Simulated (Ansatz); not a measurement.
`O=CBBr` + `[NH2][AlH][OH]` → `BBr` + `[NH2][Al]([OH])[CH]=O`  (redistribution)

Program: Ansatz. Geometries: PBE0-D4/def2-TZVP. ΔE: electronic, gas phase. CBS: MP2 limit from def2 TZ/QZ plus the TZ coupled-cluster correction, frozen cores. This one scheme is used for every species. DFT in def2-TZVPP. For Br outer-core shells are correlated without core-valence functions, which leaves a few kJ/mol of doubt a bond. Scalar relativity is left out up to krypton. Each species was taken in one conformer, which may not be the lowest.

`O=CBBr`:

```xyz
6

O     0.312    0.252    1.729
C     0.618    0.209    0.559
B    -0.556    0.045   -0.482
Br   -0.665   -1.595   -1.418
H     1.690    0.224    0.259
H    -1.398    0.866   -0.647
```

`[NH2][AlH][OH]`:

Cartesian coordinates in Å:
```
N 1.238 -0.390 0.318
Al -0.488 -0.143 0.078
O -0.947 1.198 -0.857
H 1.964 0.199 -0.055
H 1.635 -1.146 0.850
H -1.543 -1.134 0.710
H -1.857 1.417 -1.044
```

`BBr`:

Cartesian coordinates in Å:
```
B -0.139 -0.136 0.016
Br 1.206 1.184 -0.137
H -0.216 -0.952 -0.845
H -0.851 -0.096 0.966
```

`[NH2][Al]([OH])[CH]=O`:

```xyz
9

N    -1.577    0.089   -0.219
Al    0.095   -0.375    0.061
O     0.662   -1.945    0.339
C     1.415    1.141    0.038
O     0.974    2.253   -0.164
H    -1.835    1.050   -0.378
H    -2.389   -0.505   -0.249
H     0.139   -2.743    0.375
H     2.516    1.035    0.197
```

CCSD(T)/CBS gives +1.9 kcal/mol.

(1) Another level gave +2.8 kcal/mol. Which?
A. r2SCANh-D4/def2-TZVPP
B. B97M-V/def2-TZVPP
C. ωB97M-V/def2-TZVPP
D. LDA (SPW92)/def2-TZVPP

Largest T1 diagnostic among the species: 0.014.

Answers

(1) A. r2SCANh-D4 2.8, B97M-V 5.6, ωB97M-V 1.8, LDA (SPW92) 4.4 kcal/mol.

At CCSD(T), def2-SVP lies +1.7 kcal/mol from the extrapolated value and def2-TZVPP +0.1 kcal/mol. Leaving LDA and LC-ωPBE aside and taking each functional with its dispersion term where it has one, the values spread over 3.8 kcal/mol, from ωB97M-V to B97M-V. LDA lies +1.5 kcal/mol from PBE without D4.
